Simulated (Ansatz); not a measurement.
Coupled-cluster diagnostics for Al7, Ansatz.

Geometry of the doublet (r2SCAN-D4/def2-SVP):

Cartesian coordinates in Å:
```
Al -1.5668 -1.4051 -0.2245
Al -0.2528 0.2182 -1.7274
Al -0.5671 -0.2926 2.0185
Al 0.9528 -1.4499 0.2943
Al 0.8193 1.4048 0.6698
Al 2.3079 0.2605 -1.1616
Al -1.6932 1.2642 0.1309
```

Correlated methods freeze 35 core orbitals. The structure comes from a short search, and lower isomers may exist.

Geometry of the charge 0 quartet (r2SCAN-D4/def2-SVP):

```xyz
7

Al   -0.5979    0.7558    1.3235
Al    1.7660   -0.1625    0.9758
Al   -2.1136   -0.7955   -0.3110
Al   -0.8992    1.4159   -1.1315
Al    0.4220   -0.8534   -1.1729
Al    1.6259    1.5661   -0.8822
Al   -0.2030   -1.9265    1.1983
```

Question: Estimate the CCSD(T) correlation energy, the shares of MP2 and (T), T1 and the reference's ⟨S²⟩ for: charge 0, doublet, own geometry in def2-SVP; charge 0, quartet, own geometry in def2-SVP; and the rough time on 4 threads of Intel Xeon 6975P-C on a shared host.

Answer: 
```
                          state     basis  correlation (eV)  MP2 share (%)  (T) share (%)     T1  ⟨S²⟩ (pure)  wall time                      remarks
charge 0, doublet, own geometry  def2-SVP           -14.550           83.6           10.6  0.100  2.35 (0.75)       12 s  large T1, spin-contaminated
charge 0, quartet, own geometry  def2-SVP           -13.945           86.6           10.0  0.069  4.40 (3.75)       15 s  large T1, spin-contaminated
```
Customary marks for T1 are 0.02 (closed shells), 0.045 (open shells) and about 0.05 (3d metals). T1 exceeds 0.02 in 2 of 2 rows and 0.045 in 2; the higher it lies, the less the single-reference result can be trusted.
